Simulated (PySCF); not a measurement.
C2H8OSi2, SMILES C[Si@H]1CO[SiH2]1.

The structure is a stationary point at PBE-D3(BJ)/def2-SVP. The structure was generated by enumeration; whether it is a known compound was not checked.

These are PBE-D3(BJ)/def2-SVP (PySCF 2.14.0) values and carry that method's errors.

Frequencies are harmonic and unscaled.

### Question
Give all harmonic wavenumbers and intensities. (Estimate from the structure and the level; the computed values follow.)

### Answer

| mode | ν (cm⁻¹) | IR (km/mol) | moving atoms (share of kinetic energy) |
|---|---|---|---|
| 1 | 53 | 2.9 | O 46 %, H 24 %, C 22 %, Si 8 % |
| 2 | 137 | 0.4 | H 36 %, Si 34 %, C 27 % |
| 3 | 152 | 0.1 | H 96 % |
| 4 | 189 | 0.7 | H 43 %, C 35 %, Si 19 % |
| 5 | 395 | 3.9 | Si 36 %, H 32 %, C 18 %, O 15 % |
| 6 | 401 | 9.4 | Si 57 %, H 20 %, O 17 % |
| 7 | 444 | 8.8 | H 56 %, Si 40 % |
| 8 | 573 | 5.6 | H 84 %, C 14 % |
| 9 | 617 | 0.9 | H 68 %, C 28 % |
| 10 | 641 | 34.5 | H 56 %, C 29 %, Si 12 % |
| 11 | 647 | 16.2 | H 86 %, Si 8 % |
| 12 | 695 | 49.6 | H 36 %, C 35 %, Si 26 % |
| 13 | 738 | 5.5 | O 42 %, H 26 %, Si 23 %, C 8 % |
| 14 | 743 | 56.3 | H 63 %, C 18 %, Si 16 % |
| 15 | 799 | 24.1 | H 65 %, C 25 %, Si 9 % |
| 16 | 822 | 156.4 | H 59 %, Si 23 %, O 11 % |
| 17 | 865 | 81.6 | H 77 %, C 14 %, Si 9 % |
| 18 | 941 | 165.0 | H 89 % |
| 19 | 995 | 76.2 | O 45 %, C 43 %, H 12 % |
| 20 | 1160 | 0.1 | H 91 % |
| 21 | 1206 | 3.2 | H 76 %, C 19 % |
| 22 | 1213 | 9.4 | H 80 %, C 19 % |
| 23 | 1380 | 5.4 | H 96 % |
| 24 | 1381 | 3.4 | H 96 % |
| 25 | 1410 | 1.4 | H 94 % |
| 26 | 2129 | 145.6 | H 97 % |
| 27 | 2133 | 63.1 | H 96 % |
| 28 | 2141 | 188.7 | H 96 % |
| 29 | 2943 | 47.2 | H 95 % |
| 30 | 2975 | 2.7 | H 97 % |
| 31 | 2995 | 21.2 | H 90 %, C 10 % |
| 32 | 3074 | 1.3 | H 91 %, C 9 % |
| 33 | 3083 | 1.4 | H 91 %, C 9 % |
